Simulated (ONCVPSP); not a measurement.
# Si: excitation energies, all-electron against ONCV

silicon (Si), optimised norm-conserving Vanderbilt (ONCV), made with ONCVPSP 4.0.1 (PW91, scalar-relativistic). Core [Ne], reference 3s2 3p2. Waves: 3s: rc 1.85 bohr, ncon 4, nbas 8, qcut 3.5 1/bohr, local; 3p: rc 2.35 bohr, ncon 3, nbas 6, qcut 3.5 1/bohr, 2 projectors, debl 2.7 Ha; d scattering state at 0.13 Ha: rc 2.05 bohr, ncon 4, nbas 8, qcut 5.3 1/bohr, 2 projectors, debl 2.9 Ha. Local part: the s channel. Core correction: Teter function, fcfact 4.5, rcfact 1.05.

Energies are relative to the spin-unpolarised reference configuration 3s2 3p2; without spin polarisation the order of configurations can differ from experiment.

```csv
valence configuration,charge,ΔE all-electron (eV),error AE − PS (meV)
3s2 3p1,+1,7.782,+0.1
3s2 3p0,+2,23.836,+6.8
3s2 3p1.5,+0.5,2.941,-0.1
```

Problem. What are ΔE and the potential's error for 3s1 3p0?

Solution. ΔE = 57.878 eV all-electron; the error (AE − PS) is +75 meV.

Levels in the configuration 3s2 3p0:

```tsv
level	all-electron (eV)	pseudo (eV)
3s	-28.609	-28.582
```
